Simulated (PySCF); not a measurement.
Gas-phase reaction: 2 C2F6 + 2 CCl2 = 3 C2F4 + 4 Cl

Method: PySCF energies (xtb for GFN2) plus ideal-gas RRHO corrections (1 bar). † marks an energy on the PBE0/def2-TZVP geometry and frequencies; other levels use their own. MP2 and CCSD(T) freeze the core. 6-31G* has spherical d functions here. Open shells (unrestricted): Cl (multiplicity 2, electronic degeneracy 6); the rest are closed-shell singlets. GFN2 has no spin-polarisation term. Spin-orbit splitting is ignored; it lowers the true energy and changes the entropy of Cl. B3LYP is the form with VWN-RPA correlation. MP2 isn't extrapolated to the basis-set limit; its ΔH°(298 K) is 622.8 kJ in def2-SVP and 713.0 kJ in def2-TZVPP. CCSD(T) isn't extrapolated to the basis-set limit. The harmonic model lacks anharmonicity and excited electronic states, which grow with temperature; levels with a mode under 35 cm⁻¹ are left out. Internal rotation in C2F6 is treated as a harmonic vibration of one conformer, which makes the entropy rough. Warning, large T1 diagnostic: CCl2 (CCSD(T)/def2-SVP†).

```json
[
 {"level": "B3LYP/6-31G*", "ΔE electronic, kJ": "609", "ΔH°(298 K), kJ": "614", "ΔS°(298 K), J/K": "372", "ΔG°(2500 K), kJ": "-324"},
 {"level": "CCSD(T)/def2-SVP†", "ΔE electronic, kJ": "603", "ΔH°(298 K), kJ": "608", "ΔS°(298 K), J/K": "376", "ΔG°(2500 K), kJ": "-341"},
 {"level": "GFN2-xTB", "ΔE electronic, kJ": "528", "ΔH°(298 K), kJ": "534", "ΔS°(298 K), J/K": "369", "ΔG°(2500 K), kJ": "-394"},
 {"level": "HF/def2-TZVP†", "ΔE electronic, kJ": "396", "ΔH°(298 K), kJ": "401", "ΔS°(298 K), J/K": "376", "ΔG°(2500 K), kJ": "-548"},
 {"level": "MP2/def2-SVP†", "ΔE electronic, kJ": "618", "ΔH°(298 K), kJ": "623", "ΔS°(298 K), J/K": "376", "ΔG°(2500 K), kJ": "-326"},
 {"level": "PBE/def2-SVP", "ΔE electronic, kJ": "689", "ΔH°(298 K), kJ": "693", "ΔS°(298 K), J/K": "374", "ΔG°(2500 K), kJ": "-249"},
 {"level": "PBE0/def2-SVP†", "ΔE electronic, kJ": "650", "ΔH°(298 K), kJ": "655", "ΔS°(298 K), J/K": "376", "ΔG°(2500 K), kJ": "-294"},
 {"level": "PBE0/def2-TZVP", "ΔE electronic, kJ": "666", "ΔH°(298 K), kJ": "671", "ΔS°(298 K), J/K": "376", "ΔG°(2500 K), kJ": "-277"}
]
```
ΔH° is lowest at HF/def2-TZVP† and highest at PBE/def2-SVP. No reference value is set beside these.
